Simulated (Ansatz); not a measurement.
`[AlH2][SiH2]Cl` + `N=C[SeH]` → `[AlH2]/[N]=C\[SeH]` + `[SiH3]Cl` at 400 K and 1 bar (cleavage of the Al–Si bond).

Isolated molecules relaxed with PBE0-D4/def2-TZVP in Ansatz; ΔE leaves out vibrations. CCSD(T)/CBS adds triple-zeta CCSD(T) − MP2 to the extrapolated MP2 energy (def2 sets, frozen cores). This one scheme is used for every species. For Se outer-core shells are correlated without core-valence functions, which leaves a few kJ/mol of doubt a bond. Scalar relativity is left out up to krypton. One conformer a species, not always the lowest.

| species | CCSD(T)/CBS energy (Eh) | H − E (kJ/mol) | S (J/(mol·K)) |
| --- | --- | --- | --- |
| `[AlH2][SiH2]Cl` | -993.29495 | 111.3 | 361.4 |
| `N=C[SeH]` | -2495.22891 | 121.7 | 301.1 |
| `[AlH2]/[N]=C\[SeH]` | -2737.86550 | 140.6 | 372.0 |
| `[SiH3]Cl` | -750.69636 | 85.8 | 267.3 |

H − E and S are ideal-gas, rigid-rotor, harmonic terms from PBE0-D4/def2-TZVP, for one conformer and one mirror image of each species. 1 Eh = 2625.50 kJ/mol, R = 8.31446 J/(mol·K).

Question: By hand: ΔE, ΔH, ΔS and ΔG.

Answer: ΔE = (-2737.86550) + (-750.69636) − (-993.29495) − (-2495.22891) = -0.03800 Eh = -99.8 kJ/mol. Δ(H − E) = 140.6 + 85.8 − 111.3 − 121.7 = -6.6, so ΔH = -106.4 kJ/mol. ΔS = 372.0 + 267.3 − 361.4 − 301.1 = -23.2 J/(mol·K). ΔG = -106.4 − 400 × (-23.2)/1000 = -97.1 kJ/mol.

Question: By hand: the equilibrium constant, and the temperature at which ΔG would vanish if ΔH and ΔS stayed fixed.

Answer: log₁₀ K = −ΔG/(RT ln 10) = 12.7. ΔG = 0 at ΔH/ΔS = 4586 K, far beyond where these terms or the molecules hold.

ΔH outweighs TΔS. A doubt of 5 kJ/mol in ΔE shifts log₁₀ K by 0.7 here. Other conformers and mirror images would add mixing entropy, several J/(mol·K) or more a flexible species. Modes under 60 cm⁻¹, often nearly free rotors, make the harmonic entropy too high. These are equilibria of isolated gas molecules and say nothing of rates. Largest T1 diagnostic: 0.013 (customary marks: 0.02 for closed shells, 0.045 for open ones).
